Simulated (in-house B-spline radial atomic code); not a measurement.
The numbers below are computed, except where a source is named.
# Making a Troullier-Martins p channel for Sn, r_c = 0.6 bohr

Sn, [Kr] 4d10 5s2 5p2, non-relativistic PBE, spherical and spin-unpolarised, from a B-spline radial code for spherical atoms (atomic units). The all-electron 4p level is ε = -3.217503 hartree, its outermost node lies just inside 0.42 bohr and its outer maximum at 0.80 bohr.

Inside r_c the pseudo-orbital is u(r) = r^2 exp(p(r)), with p = c0 + c2 r² + c4 r⁴ + … + c12 r¹². The seven coefficients follow from p and its first four derivatives at r_c, from zero curvature of the screened potential at the origin, c4 = −c2²/(2l + 5), and from the norm inside r_c. At r_c the all-electron orbital has P = 0.9268721, P' = 3.225282, the screened potential V = -17.01011, V' = 55.99145, V'' = -232.2519, and the norm inside is Q = 0.1372809.

**Question.** What are p, p' and p'' at r_c?

**Answer.** p = ln(P/r_c^2) = ln(0.9268721/0.36) = 0.94571. p' = P'/P − 2/r_c = 3.47975 − 3.33333 = 0.14642. The radial equation gives p'' = 2(V − ε) − 2(2) p'/r_c − p'² = -27.58521 − (0.97610) − 0.02144 = -28.58275. Differentiating, p''' = 2V' + 2(2)p'/r_c² − 2(2)p''/r_c − 2p'p'' = 312.53, and p'''' = 2V'' − 4(2)p'/r_c³ + 4(2)p''/r_c² − 2(2)p'''/r_c − 2p''² − 2p'p''' = -4914.1.

For a trial c2 the five matching conditions are linear in c0, c6, c8, c10 and c12, and c2 is varied until the norm inside r_c equals Q. The root nearest zero gives:

| n | c_n |
| --- | --- |
| 0 | 3.753224 |
| 2 | -26.10966 |
| 4 | -97.38774 |
| 6 | 1728.551 |
| 8 | -6897.279 |
| 10 | 11634.28 |
| 12 | -7320.012 |

**Question.** Check c4 and p(r_c), and find the screened pseudopotential at the origin.

**Answer.** −c2²/7 = -97.3877, as listed. The terms c_n r_c^n are 3.75322, -9.39948, -12.62145, 80.64725, -115.84781, 70.34804, -15.93407, which sum to 0.94571. Inverting the radial equation, V_l(r) = ε + 2 p'/r + (p'' + p'²)/2, so V_l(0) = ε + (2l + 3) c2 = -3.217503 + 5 × (-26.1097) = -133.7658 hartree, finite where the all-electron potential diverges.

Orbitals and screened potentials:

| r (bohr) | P | u | V all-electron | V pseudo |
| --- | --- | --- | --- | --- |
| 0.06 | 0.4366 | 0.1396 | -637.9 | -132.9 |
| 0.15 | -0.1647 | 0.517 | -186.9 | -108.4 |
| 0.24 | -0.6612 | 0.5135 | -90.4 | -36.79 |
| 0.33 | -0.4687 | 0.3556 | -52.79 | 17.92 |
| 0.42 | 0.0433 | 0.3529 | -34.16 | 32.92 |
| 0.51 | 0.5542 | 0.5821 | -23.48 | 9.057 |
| 0.6 | 0.9269 | 0.9269 | -17.01 | -17.01 |

Logarithmic derivatives P'/P at R = 0.9 bohr, for energies E around ε:

| E − ε (hartree) | all-electron | pseudo |
| --- | --- | --- |
| -0.5 | -0.325866 | -0.33114 |
| -0.25 | -0.508398 | -0.510016 |
| -0.1 | -0.621967 | -0.622407 |
| 0 | -0.699467 | -0.699665 |
| 0.1 | -0.778454 | -0.778931 |
| 0.25 | -0.899846 | -0.901899 |
| 0.5 | -1.11041 | -1.11906 |

**Question.** With P(R) = 1.170449 and a norm of 0.5358877 inside R, what slope in energy does norm conservation fix?

**Answer.** d(P'/P)/dE = −2 × (norm inside R)/P(R)² = -0.7823 per hartree·bohr at E = ε, for both atoms, since orbital and norm agree at R. Differences over ±0.1 hartree give -0.7824 (all-electron) and -0.7826 (pseudo), which also hold third-order terms. Half a hartree below ε the two curves differ by -0.0053.
